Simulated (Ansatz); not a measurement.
System: Ge$_{2}$, charge 0, multiplicity 3. SMILES: [Ge]=[Ge]
Geometry: optimised at B3LYP-D3(BJ)/def2-TZVP (Ansatz, a quantum-chemistry and plane-wave program).

Property: atomisation energy (electronic, to ground-state atoms), in kcal/mol. Correlated levels leave the core frozen unless marked. Open shells are spin-unrestricted. No spin-orbit coupling. Frozen are the shells of the preceding noble gas and the d and f shells that filled before the atom's block. No relativistic terms. The coupled-cluster limit lacks core correlation, which all-electron functionals hold. CBS(X,Y): correlation extrapolated as X^-3; Hartree-Fock from the larger set. The bracket is a focal-point correction in the basis named. The program attaches cautions to a run behind CCSD(T)/STO-3G: other roots.

```csv
level,program,atomisation energy (kcal/mol),minus last row
HF/def2-TZVPP,Ansatz,31.0,-34.3
MP2/6-31G*,Ansatz,53.0,-12.3
MP2/aug-cc-pVQZ,Ansatz,62.2,-3.1
RI-MP2/cc-pVTZ,Ansatz,59.2,-6.1
"RI-MP2/CBS(def2-TZVPPD,def2-QZVPPD)",Ansatz,63.2,-2.1
CCSD/6-31G*,Ansatz,50.5,-14.8
CCSD(T)/STO-3G,Ansatz,82.5,17.2
"RI-MP2/CBS(aug-cc-pVTZ,aug-cc-pVQZ)+[CCSD(T)-MP2]/aug-cc-pVTZ",Ansatz,65.1,-0.2
"RI-MP2/CBS(aug-cc-pVTZ,aug-cc-pVQZ)+[CCSD(T)-MP2]/aug-cc-pVQZ",Ansatz,65.2,-0.1
"CCSD(T)/CBS(aug-cc-pVTZ,aug-cc-pVQZ)",Ansatz,65.3,0.0
```
